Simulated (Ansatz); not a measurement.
Start from `O=[CH][GaH][F]` and change one atom or group to get `O=[CH][GaH2]`.

Ansatz, PBE0-D4/def2-TZVP geometries, multiplicity 1. Each molecule was computed in one conformer, which needn't be the lowest.

Scalar relativity is left out up to krypton.

```
                                          property  `O=[CH][GaH][F]`
size of the dipole moment (ωB97M-V/def2-TZVPP) / D              0.33
               HOMO–LUMO gap (PBE/def2-TZVPP) / eV              2.13
               HOMO energy (B3LYP/def2-TZVPP) / eV             -6.97
    size of the dipole moment (PBE/def2-TZVPP) / D              0.32
                LUMO energy (PBE0/def2-TZVPP) / eV             -2.66
  size of the dipole moment (B3LYP/def2-TZVPP) / D              0.31
```

Question: What does the change do to each property? (Best estimate.)

Answer: The calculation gave: 
| property | `O=[CH][GaH2]` | shift |
| --- | --- | --- |
| size of the dipole moment (ωB97M-V/def2-TZVPP) / D | 2.37 | 2.04 |
| HOMO–LUMO gap (PBE/def2-TZVPP) / eV | 2.74 | 0.61 |
| HOMO energy (B3LYP/def2-TZVPP) / eV | -6.49 | 0.48 |
| size of the dipole moment (PBE/def2-TZVPP) / D | 2.01 | 1.69 |
| LUMO energy (PBE0/def2-TZVPP) / eV | -1.84 | 0.82 |
| size of the dipole moment (B3LYP/def2-TZVPP) / D | 2.29 | 1.98 |

With PBE0 the HOMO rises by 0.48 eV and the LUMO rises by 0.82 eV, so the gap widens by about 0.34 eV. PBE moves the HOMO by 0.41 eV and ωB97M-V by 0.47 eV. Dipoles are sizes alone; their direction can turn.

B3LYP here is the variant with VWN-RPA as its local correlation; programs differ in this.
